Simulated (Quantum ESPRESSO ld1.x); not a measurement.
ld1.x (Quantum ESPRESSO 7.5) input

```
 &input
    zed=78.0,
    iswitch=1,
    rel=1,
    lsd=1,
    dft='PW',
    config='[Xe] 4f14 5d8 6s1',
    dx=0.01,
    rmax=200,
    verbosity='high',
    prefix='ld1',
    max_out_wfc=37,
    file_charge='ld1.rho',
 /
```

Command: `OMP_NUM_THREADS=1 ld1.x < ld1.in > ld1.out`

Output:

```
     Program LD1 v.7.5 starts

     --------------------------- All-electron run ----------------------------

     scalar relativistic calculation

     atomic number is 78.00
     dft =PW   lsd =1 sic =0 latt =0  beta=0.20 tr2=1.0E-14
     Exchange-correlation= PW
                           (   1   4   0   0   0   0   0)
     mesh =1767 r(mesh) = 200.99724 a.u. xmin = -8.00 dx = 0.01000
     1 Ry =  13.60569312 eV, c = 137.03599908

     n l     nl                  e(Ry)          e(Ha)          e(eV)
     1 0     1S 1( 1.00)   -5761.335781130   -2880.667890565 -78386.9666166
     2 0     2S 1( 1.00)   -1012.899713989    -506.449856994 -13781.2026729
     2 1     2P 1( 3.00)    -878.195095992    -439.097547996 -11948.4529782
     3 0     3S 1( 1.00)    -238.535459570    -119.267729785  -3245.4402619
     3 1     3P 1( 3.00)    -199.318197035     -99.659098517  -2711.8622227
     4 0     4S 1( 1.00)     -51.868235644     -25.934117822   -705.7032970
     4 1     4P 1( 3.00)     -39.004409879     -19.502204939   -530.6820313
     3 2     3D 1( 5.00)    -156.743521036     -78.371760518  -2132.6042462
     5 0     5S 1( 1.00)      -8.372253788      -4.186126894   -113.9103158
     5 1     5P 1( 3.00)      -4.995144526      -2.497572263    -67.9624035
     4 2     4D 1( 5.00)     -23.387541811     -11.693770905   -318.2037168
     4 3     4F 1( 7.00)      -6.023845799      -3.011922900    -81.9585974
     5 2     5D 1( 5.00)      -1.276385800      -0.638192900    -17.3661135
     6 0     6S 1( 1.00)      -1.092861443      -0.546430722    -14.8691374
     1 0     1S 2( 1.00)   -5761.333948891   -2880.666974445 -78386.9416877
     2 0     2S 2( 1.00)   -1012.889533816    -506.444766908 -13781.0641646
     2 1     2P 2( 3.00)    -878.186409552    -439.093204776 -11948.3347932
     3 0     3S 2( 1.00)    -238.529757240    -119.264878620  -3245.3626777
     3 1     3P 2( 3.00)    -199.312222255     -99.656111127  -2711.7809317
     4 0     4S 2( 1.00)     -51.856922781     -25.928461391   -705.5493777
     4 1     4P 2( 3.00)     -38.992864388     -19.496432194   -530.5249469
     3 2     3D 2( 5.00)    -156.735458605     -78.367729302  -2132.4945513
     5 0     5S 2( 1.00)      -8.302645451      -4.151322725   -112.9632461
     5 1     5P 2( 3.00)      -4.909996865      -2.454998433    -66.8039106
     4 2     4D 2( 5.00)     -23.373905644     -11.686952822   -318.0181873
     4 3     4F 2( 7.00)      -6.004709634      -3.002354817    -81.6982366
     5 2     5D 2( 3.00)      -1.170153774      -0.585076887    -15.9207532
     6 0     6S 2( 0.00)      -0.995675170      -0.497837585    -13.5468508

     final scf error:  7.7E-16 reached in  29 iterations

     Etot =  -36805.713040 Ry,  -18402.856520 Ha, -500767.236789 eV
     Total magnetization:    3.00 Bohr mag.

     Ekin =   41048.906905 Ry,   20524.453453 Ha,  558498.830385 eV
     Encl =  -91427.192720 Ry,  -45713.596360 Ha,-1243930.327251 eV
     Eh   =   14259.739233 Ry,    7129.869616 Ha,  194013.636018 eV
     Exc  =    -687.166457 Ry,    -343.583229 Ha,   -9349.375941 eV

     normalization and overlap integrals

     s(1S/1S) =  1.000000  <r> =   0.0172  <r2> =    0.0004  r(max) =   0.0106
     s(1S/2S) = -0.036214
     s(1S/3S) = -0.015876
     s(1S/4S) = -0.007834
     s(1S/5S) = -0.003457
     s(1S/6S) = -0.001156
     s(2S/2S) =  1.000000  <r> =   0.0724  <r2> =    0.0062  r(max) =   0.0610
     s(2S/3S) = -0.010197
     s(2S/4S) = -0.004797
     s(2S/5S) = -0.002096
     s(2S/6S) = -0.000699
     s(2P/2P) =  1.000000  <r> =   0.0652  <r2> =    0.0052  r(max) =   0.0505
     s(2P/3P) = -0.007996
     s(2P/4P) = -0.003560
     s(2P/5P) = -0.001422
     s(3S/3S) =  1.000000  <r> =   0.1872  <r2> =    0.0401  r(max) =   0.1726
     s(3S/4S) = -0.003490
     s(3S/5S) = -0.001474
     s(3S/6S) = -0.000489
     s(3P/3P) =  1.000000  <r> =   0.1883  <r2> =    0.0411  r(max) =   0.1726
     s(3P/4P) = -0.002931
     s(3P/5P) = -0.001132
     s(4S/4S) =  1.000000  <r> =   0.4153  <r2> =    0.1947  r(max) =   0.3880
     s(4S/5S) = -0.001034
     s(4S/6S) = -0.000338
     s(4P/4P) =  1.000000  <r> =   0.4422  <r2> =    0.2223  r(max) =   0.4120
     s(4P/5P) = -0.000806
     s(3D/3D) =  1.000000  <r> =   0.1705  <r2> =    0.0340  r(max) =   0.1399
     s(3D/4D) = -0.002137
     s(3D/5D) = -0.000592
     s(5S/5S) =  1.000000  <r> =   0.9510  <r2> =    1.0153  r(max) =   0.8722
     s(5S/6S) = -0.000193
     s(5P/5P) =  1.000000  <r> =   1.1009  <r2> =    1.3720  r(max) =   0.9736
     s(4D/4D) =  1.000000  <r> =   0.4685  <r2> =    0.2539  r(max) =   0.4162
     s(4D/5D) = -0.000461
     s(4F/4F) =  1.000000  <r> =   0.5165  <r2> =    0.3252  r(max) =   0.3842
     s(5D/5D) =  1.000000  <r> =   1.5972  <r2> =    3.0162  r(max) =   1.2502
     s(6S/6S) =  1.000000  <r> =   2.5944  <r2> =    7.5910  r(max) =   2.2553
     s(1S/1S) =  1.000000  <r> =   0.0172  <r2> =    0.0004  r(max) =   0.0106
     s(1S/2S) = -0.036214
     s(1S/3S) = -0.015876
     s(1S/4S) = -0.007834
     s(1S/5S) = -0.003468
     s(1S/6S) = -0.001128
     s(2S/2S) =  1.000000  <r> =   0.0724  <r2> =    0.0062  r(max) =   0.0610
     s(2S/3S) = -0.010197
     s(2S/4S) = -0.004796
     s(2S/5S) = -0.002102
     s(2S/6S) = -0.000683
     s(2P/2P) =  1.000000  <r> =   0.0652  <r2> =    0.0052  r(max) =   0.0505
     s(2P/3P) = -0.007996
     s(2P/4P) = -0.003560
     s(2P/5P) = -0.001428
     s(3S/3S) =  1.000000  <r> =   0.1872  <r2> =    0.0401  r(max) =   0.1726
     s(3S/4S) = -0.003490
     s(3S/5S) = -0.001478
     s(3S/6S) = -0.000478
     s(3P/3P) =  1.000000  <r> =   0.1883  <r2> =    0.0411  r(max) =   0.1726
     s(3P/4P) = -0.002931
     s(3P/5P) = -0.001137
     s(4S/4S) =  1.000000  <r> =   0.4153  <r2> =    0.1947  r(max) =   0.3880
     s(4S/5S) = -0.001037
     s(4S/6S) = -0.000329
     s(4P/4P) =  1.000000  <r> =   0.4422  <r2> =    0.2223  r(max) =   0.4120
     s(4P/5P) = -0.000809
     s(3D/3D) =  1.000000  <r> =   0.1705  <r2> =    0.0340  r(max) =   0.1399
     s(3D/4D) = -0.002137
     s(3D/5D) = -0.000595
     s(5S/5S) =  1.000000  <r> =   0.9490  <r2> =    1.0109  r(max) =   0.8635
     s(5S/6S) = -0.000189
     s(5P/5P) =  1.000000  <r> =   1.0977  <r2> =    1.3639  r(max) =   0.9736
     s(4D/4D) =  1.000000  <r> =   0.4684  <r2> =    0.2537  r(max) =   0.4162
     s(4D/5D) = -0.000463
     s(4F/4F) =  1.000000  <r> =   0.5156  <r2> =    0.3237  r(max) =   0.3842
     s(5D/5D) =  1.000000  <r> =   1.5982  <r2> =    3.0316  r(max) =   1.2502
     s(6S/6S) =  1.000000  <r> =   2.6462  <r2> =    7.9281  r(max) =   2.2553

     ------------------------ End of All-electron run ------------------------
```

Run on one thread of a shared host, so times are rough (Intel(R) Xeon(R) Processor @ 2.60GHz): 0.89 s of CPU time, 1.8 s wall, 29 iterations on 1767 mesh points.
